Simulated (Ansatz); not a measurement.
Isolated molecules relaxed with PBE0-D4/def2-TZVP in Ansatz; ΔE leaves out vibrations. CBS: MP2 limit from def2 TZ/QZ plus the TZ coupled-cluster correction, frozen cores. DFT in def2-TZVPP. For Br outer-core shells are correlated without core-valence functions, which leaves a few kJ/mol of doubt a bond. Scalar relativity is left out up to krypton. One conformer a species, not always the lowest.

Reaction (ligand exchange at a B–C bond): `C=C(F)B(S)Cl` + HBr → `SB(Cl)Br` + `C=CF`

```csv
level,ΔE (kcal/mol)
r2SCAN-D4,-12.2
ωB97M-V,-12.2
r2SCAN,-12.5
CCSD/def2-TZVPP,-12.5
```

Problem. What does CCSD(T)/CBS give? (Best estimate.)

Solution. Computed: -13.0 kcal/mol. The listed levels differ from it by 0.8, 0.8, 0.5, 0.5 kcal/mol.

Largest T1 diagnostic among the species: 0.013.

The D4 term adds +0.8 kcal/mol with B3LYP and +0.5 kcal/mol with PBE0; it sums over pairs of atoms, weighted by their polarisabilities, and B3LYP, whose exchange is more repulsive, gets the larger term.

B3LYP here is the variant with VWN-RPA as its local correlation; programs differ in this.
